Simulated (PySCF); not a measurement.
A GIAO shielding run with PySCF 2.14.0 with density-fitted response routines (density fitting, non-relativistic, gas phase) on SMILES [SiH3][SiH2][SiH2]N([SiH3])[SiH3], H13NSi5:

```
{"job": {"kind": "nmr", "xc": "BP86", "basis": "pcSseg-1", "pop": false}, "charge": 0, "multiplicity": 1}
Si     2.370240     0.031375     0.762828
Si     1.601462    -1.632866    -0.700800
Si    -0.423686    -0.776199    -1.532951
N     -1.102104     0.313659    -0.322141
Si    -1.681943    -0.368918     1.186424
Si    -1.282710     2.019071    -0.694759
H      3.744214    -0.263826     1.274077
H      1.443381     0.145605     1.931163
H      2.393875     1.343528     0.044943
H      1.418668    -2.924783     0.032298
H      2.584066    -1.847741    -1.810433
H     -0.153364     0.039459    -2.758575
H     -1.396536    -1.855815    -1.895113
H     -0.961765    -1.664926     1.393405
H     -3.150724    -0.650861     1.158204
H     -1.398813     0.558349     2.320756
H     -2.413074     2.274591    -1.640967
H     -1.555850     2.742608     0.583037
H     -0.030344     2.543732    -1.317498
```

Hardware: 1 thread of an x86-64 server CPU, shared host.

Question: How large is the calculation?

Answer: 90 electrons, 202 basis functions and 1167 auxiliary functions.

Question: How long does it take?

Answer: 34 s of wall time, with 13 SCF cycles. Times on a shared host scatter by some tens of per cent.

Question: And these other runs on the same molecule and hardware: GIAO shielding at BLYP/pcSseg-1; GIAO shielding at HF/pcSseg-1; GIAO shielding at LDA/pcSseg-1; GIAO shielding at OPBE/pcSseg-1; GIAO shielding at PBE/pcSseg-1; GIAO shielding at B97-2/pcSseg-1?

Answer: BLYP/pcSseg-1: 202 functions, 34 s; HF/pcSseg-1: 202 functions, 15 s; LDA/pcSseg-1: 202 functions, 26 s; OPBE/pcSseg-1: 202 functions, 35 s; PBE/pcSseg-1: 202 functions, 36 s; B97-2/pcSseg-1: 202 functions, 26 s.
